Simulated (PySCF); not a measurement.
## `CSc1ccc(C=S)s1`, C₆H₆S₃

Cartesian coordinates in Å; atom numbers follow the order of the lines, from 1:
```xyz
15

C    -2.992    0.715    0.560
S    -2.433   -0.819   -0.228
C    -0.714   -0.583   -0.258
C     0.194   -1.501   -0.745
C     1.509   -1.061   -0.653
C     1.639    0.200   -0.095
C     2.805    0.943    0.151
S     4.317    0.413   -0.192
S     0.064    0.848    0.321
H    -2.699    1.565   -0.049
H    -4.073    0.650    0.622
H    -2.561    0.791    1.554
H    -0.106   -2.450   -1.149
H     2.363   -1.627   -0.976
H     2.682    1.926    0.597
```

The calculation used quadratic response PBE0/def2-SVPD first hyperpolarisability, Taylor convention, gas phase (PySCF 2.14.0). Geometry: GFN2-xTB.

Give the tensor of the static β(0;0,0) in the axes of these coordinates.

In au, Taylor convention; rows are the first index (the induced dipole):
|  | xx | yy | zz | xy | xz | yz |
| --- | --- | --- | --- | --- | --- | --- |
| x | -2731.4 | -141.6 | -35.4 | -655.0 | -81.4 | +6.9 |
| y | -655.0 | -17.6 | -5.3 | -141.6 | +6.9 | +11.3 |
| z | -81.4 | +11.3 | -1.5 | +6.9 | -35.4 | -5.3 |

Norm of βᵢ = ⅓ Σⱼ (βᵢⱼⱼ + βⱼᵢⱼ + βⱼⱼᵢ): 2987.2 au, hyper-Rayleigh value 1233.3 au.
